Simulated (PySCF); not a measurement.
A calculated (TPSSh, PySCF 2.14, aug-cc-pwCVQZ, no relativity, point nucleus) atom or ion has these occupied shells.

| shell | electrons | orbital energy (eV) | rms radius, mean of both spins (bohr) |
| --- | --- | --- | --- |
| 1s | 2 | -198.42 | 0.381 |
| 2s | 2 | -20.204 | 1.93 |

(1) Name the element and its charge.

Results:

(1) B⁺ (boron, charge +1), in [He] 2s2, closed-shell 1S.
